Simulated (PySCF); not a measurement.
## Energy of Au(2+) (gold, charge +2) between two integer charges

The 5d beta orbital of [Xe] 4f14 5d9 is emptied in steps (occupation f), with all orbitals relaxed, ending at [Xe] 4f14 5d8. Calculation: PySCF 2.14, in def2-TZVPPD with the def2 core potential (60 electrons); scalar relativity through the core potential. The exact energy is a straight line in f; departures are measured from the line between the end points of the same method.

```csv
f,CAM-B3LYP (eV)
1,0.000
0.75,-0.540
0.5,-0.725
0.25,-0.548
0,0.000
```

```csv
method,E(f=0) − E(f=1) (eV),−ε at f=1 (eV),−ε at f=0.5 (eV)
CAM-B3LYP,32.817,29.965,32.794
```

Orbital energy along the path (eV):

| f | CAM-B3LYP |
| --- | --- |
| 1 | -29.965 |
| 0.75 | -31.360 |
| 0.5 | -32.794 |
| 0.25 | -34.262 |
| 0 | -35.768 |

Reference removal energy between the ground levels: 30 ± 1.6 eV (theoretical estimate listed by NIST; NIST Atomic Spectra Database, ionization energies). The calculation has no spin-orbit coupling. The determinant left behind need not be the lowest term of the ion.
